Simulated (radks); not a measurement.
Species: La VIII. Configuration: [Kr] 4d10 5s2 5p2. All-electron calculation, Dirac Kohn-Sham, PBE, spin-unpolarised, spherical densities, point nucleus; open shells are shared between the two j in proportion to 2j + 1. Program: a radial shooting solver on a logarithmic mesh with Libxc functionals.

X-ray form factor f0, the Fourier transform of the density (f0(0) = 50):

| sin(theta)/lambda (1/angstrom) | f0 (electrons) |
|---|---|
| 0.05 | 49.586 |
| 0.1 | 48.399 |
| 0.15 | 46.588 |
| 0.2 | 44.355 |
| 0.25 | 41.906 |
| 0.3 | 39.411 |
| 0.4 | 34.701 |
| 0.5 | 30.623 |
| 0.6 | 27.184 |
| 0.8 | 21.971 |
| 1 | 18.557 |
| 1.25 | 15.742 |
| 1.5 | 13.481 |
| 2 | 9.543 |
